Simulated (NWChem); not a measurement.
Molecule: CH₆ClNOSi; SMILES O[Si](C)(Cl)N

```xyz
11

C      1.7016     1.0181     0.1758
Si    -0.0267     0.3462     0.0649
N     -0.8426     1.0822    -1.2570
O     -0.9342     0.5627     1.4367
Cl     0.1191    -1.7231    -0.0859
H      2.2849     0.7648    -0.7230
H      2.2184     0.5819     1.0437
H      1.6961     2.1133     0.2895
H     -1.7746     0.7639    -1.5032
H     -0.3158     1.3063    -2.0946
H     -1.3713     1.4182     1.4887
```
Atoms are numbered in this order, from 1.

Level: PBE0/def2-SVP (NWChem), optimised geometry, unscaled harmonic frequencies. 

| frequency (cm⁻¹) | IR intensity (km/mol) |
|---|---|
| 139 | 10.0 |
| 165 | 27.3 |
| 175 | 20.1 |
| 199 | 6.9 |
| 255 | 11.5 |
| 263 | 11.8 |
| 293 | 3.7 |
| 355 | 81.2 |
| 478 | 126.8 |
| 519 | 160.5 |
| 695 | 40.9 |
| 744 | 9.3 |
| 780 | 73.5 |
| 812 | 90.1 |
| 856 | 122.3 |
| 905 | 196.4 |
| 957 | 161.1 |
| 1274 | 44.7 |
| 1425 | 5.1 |
| 1427 | 4.3 |
| 1547 | 62.2 |
| 3063 | 0.8 |
| 3167 | 2.5 |
| 3176 | 0.9 |
| 3603 | 33.7 |
| 3699 | 35.3 |
| 3927 | 99.1 |

```
Property                                                                           Result
-----------------------------------------------------------------------  ----------------
zero-point energy                                                           49.9 kcal/mol
thermal correction to the enthalpy at 298.15 K (with zero-point energy)     55.5 kcal/mol
heat capacity Cv                                                         27.5 cal/(mol K)
entropy at 298.15 K and 1 atm (symmetry number 1)                        85.8 cal/(mol K)
dipole moment                                                                      3.30 D
```

Rigid rotor and harmonic oscillator.
